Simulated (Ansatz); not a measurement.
Job for Ansatz (a program for electronic structure): U-CCSD(T)/def2-QZVPP on CH3Te (SMILES C[Te]). Elements past Kr take the def2 small-core potentials; no spin–orbit coupling. The basis file is the Basis Set Exchange's JSON of that set.

Ansatz 0.2 input:
```yaml
crystal:
  periodic: [false, false, false]
  atoms:
    - {symbol: C, position_ang: [-0.22244694, -0.00216853, -0.02219847]}
    - {symbol: Te, position_ang: [1.93624127, 0.03899555, 0.06192607]}
    - {symbol: H, position_ang: [-0.55129924, -0.80309467, -0.67737007]}
    - {symbol: H, position_ang: [-0.56775151, -0.19555540, 0.99310868]}
    - {symbol: H, position_ang: [-0.59474358, 0.96192305, -0.35536621]}
basis:
  gaussian:
    orbitals: def2-QZVPP.json
magnetization: {spin_polarized: true, initial_magnetization: 1}
correlation: {method: ccsd_t, electrons: outside_noble_gas}
scf: {omitted_lower_state_checks: [cluster_reference]}
```

Output:

```
WARN ansatz: RAYON_NUM_THREADS=4 ignored (pool sized by the plan → 4); use --threads N
Functional definition: HF
these checks for a lower state are left out or cut short: cluster_reference
integrals: 2.04 GiB planned
1376 factors; integrals over basis functions are off by at most 8.0e-4 eV
mean field: 1.00 GiB planned
mean field evaluation 1: about -8342.3465 eV, gradient 1.5e1 eV
mean field evaluation 2: about -8342.3478 eV, gradient 1.5e1 eV
mean field evaluation 4: about -8343.7244 eV, gradient 2.3e0 eV
mean field evaluation 8: about -8343.7674 eV, gradient 1.5e-3 eV
mean field evaluation 16: about -8343.6035 eV, gradient 4.2e0 eV
mean field evaluation 32: about -8343.7622 eV, gradient 3.5e-1 eV
mean field -8343.76744391 eV, -306.6277979550 hartree, gradient 2.9e-6 eV, S^2 0.764662; 4 other end points of the search recorded, 0 dependent functions left out
10 core orbitals not correlated
reference -8343.76744391 eV, -306.6277979550 hartree; 7, 6 occupied and 212, 213 virtual orbitals, 1376 factors
second order -8.56540840 eV of doubles, -0.00000000 eV of singles
coupled cluster: 9.02 GiB planned
cycle   1  -9.00578925 eV  change   -4.4e-1 eV  update   6.7e-2
cycle   2  -9.25016143 eV  change   -2.4e-1 eV  update   2.1e-2
cycle   3  -9.29255055 eV  change   -4.2e-2 eV  update   9.0e-3
cycle   4  -9.29157104 eV  change    9.8e-4 eV  update   2.4e-3
cycle   5  -9.29144766 eV  change    1.2e-4 eV  update   8.1e-4
cycle   6  -9.29127014 eV  change    1.8e-4 eV  update   3.1e-4
cycle   7  -9.29128405 eV  change   -1.4e-5 eV  update   1.1e-4
cycle   8  -9.29131861 eV  change   -3.5e-5 eV  update   3.9e-5
cycle   9  -9.29130851 eV  change    1.0e-5 eV  update   1.3e-5
perturbative correction -0.39170295 eV, -0.0143948180 hartree
Total energy: -8353.45045537 eV, -306.9836420628 hartree
Checks for a lower state left out: cluster_reference
```

Self-consistency was reached.

Cost: very roughly 4 core-minutes.
